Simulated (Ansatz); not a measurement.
Two members of one family (Series ZnX2), computed with Ansatz in the gas phase. The two geometries come from different levels. Binding counts from free atoms in the multiplicity of their measured ground term, without zero-point energy. A dash marks a value that wasn't run or was left out as unsound. The structures are stationary points that may keep the symmetry of their start. Remarks come from the PBE and PBE0 runs and from stability tests at other levels; not every state was tested. HOMO above LUMO (over both spins in singlets and doublets, within one spin in higher multiplets; at PBE or PBE0), or a gap under 0.15 eV within one spin, warns that the state may not be the lowest or that an electron is smeared out.

First: Zn(SiH3)2 (singlet, charge 0, PBE-D4/def2-SVP geometry).

```xyz
9

Zn    0.000    0.007   -0.013
Si    1.354   -1.726   -0.949
H     0.525   -2.833   -1.554
H     2.244   -2.370    0.088
H     2.265   -1.220   -2.044
Si   -1.354    1.728    0.945
H    -2.167    2.468   -0.092
H    -0.530    2.767    1.669
H    -2.337    1.178    1.951
```

```tsv
level	HOMO (eV)	LUMO (eV)	gap (eV)	vertical IE (eV)	vertical triplet (eV)	binding per atom (eV)
PBE-D4/def2-TZVP	-5.97	-2.20	3.77	8.60	3.52	2.55
r2SCAN-D4/def2-TZVP	-6.19	-2.02	4.17	8.69	3.52	2.60
PBE0-D4/def2-SVP	-6.89	-0.75	6.13	–	–	2.57
PBE0-D4/def2-TZVP	-6.91	-1.48	5.43	8.74	3.69	2.56
LC-ωPBE/def2-TZVP	-9.39	0.43	9.82	–	–	2.58
```

Metal–donor distances: 2 × Si 2.39 Å.

Second: ZnMe2 (singlet, charge 0, r2SCAN-D4/def2-TZVP geometry).

Cartesian coordinates in Å:
```
Zn 0.000 0.000 0.001
C 1.003 -1.629 -0.292
H 0.370 -2.512 -0.176
H 1.830 -1.720 0.418
H 1.428 -1.657 -1.300
C -1.003 1.628 0.293
H -1.775 1.762 -0.471
H -0.352 2.507 0.260
H -1.500 1.621 1.266
```

Question: Estimate the same table for the second.

Answer: 
```json
{"level": "PBE-D4/def2-TZVP", "HOMO (eV)": "-6.02", "LUMO (eV)": "-0.52", "gap (eV)": "5.51", "vertical IE (eV)": "9.17", "vertical triplet (eV)": "5.45", "binding per atom (eV)": "3.44"}
{"level": "r2SCAN-D4/def2-TZVP", "HOMO (eV)": "-6.24", "LUMO (eV)": "-0.17", "gap (eV)": "6.08", "vertical IE (eV)": "9.15", "vertical triplet (eV)": "5.45", "binding per atom (eV)": "3.43"}
{"level": "PBE0-D4/def2-SVP", "HOMO (eV)": "-7.04", "LUMO (eV)": "0.51", "gap (eV)": "7.54", "vertical IE (eV)": "–", "vertical triplet (eV)": "–", "binding per atom (eV)": "3.45"}
{"level": "PBE0-D4/def2-TZVP", "HOMO (eV)": "-7.16", "LUMO (eV)": "0.21", "gap (eV)": "7.36", "vertical IE (eV)": "9.25", "vertical triplet (eV)": "5.65", "binding per atom (eV)": "3.41"}
{"level": "LC-ωPBE/def2-TZVP", "HOMO (eV)": "-9.91", "LUMO (eV)": "1.98", "gap (eV)": "11.89", "vertical IE (eV)": "–", "vertical triplet (eV)": "–", "binding per atom (eV)": "3.43"}
```

Metal–donor distances: 2 × C 1.93 Å. Remarks: gap within one spin near zero at PBE or PBE0 (triplet).
